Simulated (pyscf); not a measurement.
## H₃Si–SiH•–PH₂, doublet

Gas-phase minimum from PySCF at ωB97X-D3(BJ)/def2-SVP, one conformer. H₃Si–SiH•–PH₂ lies 11.4 kcal/mol over its isomer H₃Si–P•–SiH₃ (electronic energy, ωB97M-D3(BJ)/def2-TZVP). 

SMILES: [SiH3][SiH]P
```xyz
9

Si    -1.9773     1.0322     0.2261
Si    -0.1837    -0.4461     0.3561
P      0.8330    -0.5555    -1.6412
H     -2.8879     0.5741    -0.8648
H     -2.7281     1.0402     1.5154
H     -1.5276     2.4240    -0.0802
H      0.8249    -0.0021     1.3702
H      1.6164    -1.7136    -1.3744
H     -0.2183    -1.2589    -2.2941
```
Charge 0, spin multiplicity 2.

Bonded distances (Å): Si1–Si2 2.328, Si1–H4 1.493, Si1–H5 1.492, Si1–H6 1.494, Si2–P3 2.244, Si2–H7 1.498, P3–H8 1.423, P3–H9 1.423. Angles (°): Si2–Si1–H4 108.4, Si2–Si1–H5 110.1, Si2–Si1–H6 111.8, H4–Si1–H5 109.0, H4–Si1–H6 108.6, H5–Si1–H6 108.9, Si1–Si2–P3 109.3, Si1–Si2–H7 111.6, P3–Si2–H7 108.2, Si2–P3–H8 97.0, Si2–P3–H9 95.6, H8–P3–H9 95.2.

Properties at ωB97X-D3(BJ)/def2-SVP:

```yaml
harmonic_wavenumbers_unscaled: 85, 101, 130, 401, 415, 486, 502, 539, 656, 680, 804, 897, 950, 954, 1099, 2213, 2234, 2246, 2254, 2450, 2464 cm⁻¹
zero_point_energy: 32.2 kcal/mol
rotational_symmetry_number: 1
Entropy of this conformer at 298 K and 1 atm, rigid rotor and harmonic oscillator, modes under 100 cm⁻¹ raised to 100: 344.3 J/(mol K)
dipole_moment: 0.75 D
Spin expectation value S2: 0.754
```

Single-point totals, which compare only within one level (frozen core for MP2 and CC):

```csv
level,total energy (hartree)
ωB97X-D3(BJ)/def2-TZVP,-924.00511
PBE/def2-TZVP,-923.45740
r²SCAN/def2-TZVP,-923.84453
B3LYP-D3(BJ)/def2-TZVP,-924.00787
PBE0-D3(BJ)/def2-TZVP,-923.55656
M06-2X/def2-TZVP,-923.84653
ωB97M-D3(BJ)/def2-TZVP,-924.04475
UHF/def2-TZVPP,-922.09107
MP2/def2-TZVPP,-922.48166
CCSD/def2-TZVPP,-922.54461
CCSD(T)/def2-TZVPP,-922.56299
```

Soft torsions are taken as harmonic, which can shift the entropy by several J/(mol K). The CCSD(T) − MP2 part came from Ansatz, without density fitting, on the same reference.
